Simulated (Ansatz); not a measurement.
Isolated molecules relaxed with PBE0-D4/def2-TZVP in Ansatz; ΔE leaves out vibrations. CCSD(T)/CBS is the MP2 limit (def2-TZVPP, def2-QZVPP) plus CCSD(T) − MP2 in def2-TZVPP, frozen cores. Functionals use def2-TZVPP. B3LYP here is the variant with VWN-RPA as its local correlation; programs differ in this. HSE06 is defined as in plane-wave codes. Each species was taken in one conformer, which may not be the lowest.

Consider the formal exchange of groups at the Al–O bond: `N=C=C[O][AlH2]` + `[CH3][AlH][OH]` → `[OH][AlH][AlH2]` + `COC=C=N`.

`N=C=C[O][AlH2]`:

Cartesian coordinates in Å:
```
N -1.080 -2.124 0.293
C -0.761 -0.998 0.658
C -0.298 0.130 1.146
O 0.673 0.881 0.568
Al 1.195 1.163 -1.025
H -1.874 -2.151 -0.350
H -0.707 0.507 2.077
H 0.378 0.523 -2.217
H 2.475 2.071 -1.151
```

`[CH3][AlH][OH]`:

Cartesian coordinates in Å:
```
C 0.953 -0.739 0.390
Al -0.650 0.312 0.085
O -0.765 1.165 -1.382
H 1.507 -0.366 1.257
H 1.623 -0.720 -0.472
H 0.706 -1.783 0.607
H -1.853 0.426 1.117
H -1.521 1.706 -1.603
```

`[OH][AlH][AlH2]`:

Z-matrix (Å, degrees):
```
Al
Al 1 2.587
O 1 1.706 2 113.9
H 1 1.598 2 128.9 3 180.0
H 2 1.595 1 121.9 3 -90.1
H 2 1.595 1 121.9 3 90.2
H 3 0.957 1 123.0 2 -179.9
```

`COC=C=N`:

Cartesian coordinates in Å:
```
C 0.864 -0.954 -1.186
O -0.289 -0.818 -0.382
C -0.083 -0.005 0.701
C -0.841 1.041 0.926
N -1.475 2.068 1.110
H 0.613 -1.655 -1.982
H 1.159 0.007 -1.621
H 1.705 -1.354 -0.606
H 0.693 -0.278 1.413
H -2.347 1.948 1.627
```

| level | ΔE (kJ/mol) | difference from CCSD(T)/CBS |
| --- | --- | --- |
| LDA (SPW92) | 217.6 | -14.2 |
| PBE0-D4 | 215.7 | -16.1 |
| HSE06-D4 | 215.5 | -16.3 |
| revPBE | 209.0 | -22.8 |
| r2SCAN | 235.3 | 3.5 |
| B3LYP | 228.3 | -3.5 |
| r2SCAN0 | 233.4 | 1.6 |
| LC-ωPBE | 225.0 | -6.8 |
| HF/def2-SVP | 215.6 | -16.2 |
| SCS-MP2/def2-TZVPP | 236.2 | 4.4 |
| CCSD/def2-TZVPP | 226.2 | -5.6 |
| HF/def2-QZVPP | 221.5 | -10.3 |
| MP2/def2-QZVPP | 248.5 | 16.7 |
| SCS-MP2/def2-QZVPP | 239.6 | 7.8 |
| MP2/CBS(def2) | 249.9 | 18.1 |
| CCSD/CBS(def2) | 230.8 | -1.0 |
| CCSD(T)/CBS | 231.8 | 0 |

Largest T1 diagnostic among the species: 0.015.

From BLYP to BHLYP (50 % exact exchange), in def2-TZVPP and without D4, ΔE moves by +3.6 kJ/mol. Leaving LDA and LC-ωPBE aside and taking each functional with its dispersion term where it has one, the values, not all of them listed here, spread over 27.8 kJ/mol, from revPBE-D4 to ωB97M-V. LDA lies +5.7 kJ/mol from PBE without D4.
